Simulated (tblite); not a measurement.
A tight-binding relaxation on `[SiH2](S)C[SiH2]B(C)C`.

Computed with GFN2-xTB geometry optimisation, gas phase (tblite 0.8.0). Start geometry: from a force field or distance geometry. The input is one job of a driver script: a line of settings, then coordinates in Å.

Command:
```bash
OMP_NUM_THREADS=1 python probes_run.py task.json out
```

Input:
```
{"job": {"kind": "relax", "xc": "GFN2-xTB", "basis": "xTB"}, "charge": 0, "multiplicity": 1}
C     -1.939300     1.472100    -0.350000
B     -1.430000     0.000700    -0.096500
C     -2.013900    -0.898100     1.090200
Si     0.018300    -0.705700    -1.185400
C      1.545800     0.350600    -0.997500
Si     2.147300     0.356100     0.762800
S      2.722500    -1.623800     1.355200
H     -1.104100     2.195100    -0.211400
H     -2.756200     1.730000     0.361000
H     -2.337200     1.549700    -1.382400
H     -1.216800    -1.153200     1.799700
H     -2.825900    -0.348600     1.627700
H     -2.451800    -1.826400     0.672100
H     -0.401300    -0.726700    -2.586700
H      0.321700    -2.078500    -0.750100
H      2.343500    -0.044900    -1.650500
H      1.306300     1.393800    -1.308400
H      1.087000     0.844600     1.652600
H      3.318200     1.248400     0.877300
H      3.660800    -1.724400     0.317200
```

**Question.** What does the run print?

**Answer.** 
```
step      E/eV     max force
  0    -570.55234    1.344
  1    -570.70123    0.790
  2    -570.77696    0.523
  3    -570.79763    0.435
  4    -570.82867    0.304
  5    -570.84091    0.321
  6    -570.85935    0.233
  7    -570.86923    0.225
  8    -570.87793    0.199
  9    -570.88349    0.158
... (100 lines left out)
110    -570.92712    0.032
111    -570.92727    0.032
112    -570.92742    0.032
113    -570.92754    0.027
114    -570.92763    0.019
115    -570.92772    0.018
116    -570.92780    0.018
117    -570.92786    0.016
118    -570.92789    0.012
119    -570.92791    0.009
```

«max force» is the largest atomic force in eV/Å.

**Question.** From which step on does the largest force stay under 0.1 eV/Å, and how much energy is left to gain from there?

**Answer.** From step 12 (0.090 eV/Å), 35.5 meV above the end.

In short: energy lowered by 8.7 kcal/mol over 119 steps; largest atomic force 0.009 eV/Å at the end.

**Question.** Give the final coordinates.

**Answer.** 0.427 Å rms from the input after alignment:
```
atom  x, y, z in Å
C1    -1.9655    1.3958   -0.2120
B2    -1.3828   -0.0640   -0.0827
C3    -1.8380   -0.9980    1.0961
Si4   -0.0063   -0.6807   -1.3438
C5     1.6091    0.3507   -1.0981
Si6    2.1755    0.6073    0.6845
S7     2.1214   -1.2695    1.7482
H8    -1.1760    2.1158    0.0136
H9    -2.7972    1.6149    0.4554
H10   -2.2830    1.6252   -1.2293
H11   -0.9734   -1.2796    1.6998
H12   -2.5821   -0.5715    1.7664
H13   -2.2331   -1.9427    0.7204
H14   -0.3107   -0.5435   -2.7843
H15    0.4208   -2.0906   -1.2163
H16    2.4097   -0.1161   -1.6718
H17    1.4600    1.3338   -1.5422
H18    1.2610    1.4360    1.4628
H19    3.5452    1.1122    0.7846
H20    2.5403   -2.0248    0.7458
```

Time: 0.95 s wall. Hardware: one thread, Arm Neoverse V2 (aarch64) (shared host).
Labels such as C1 count atoms from 1, the log's own numbers from 0.
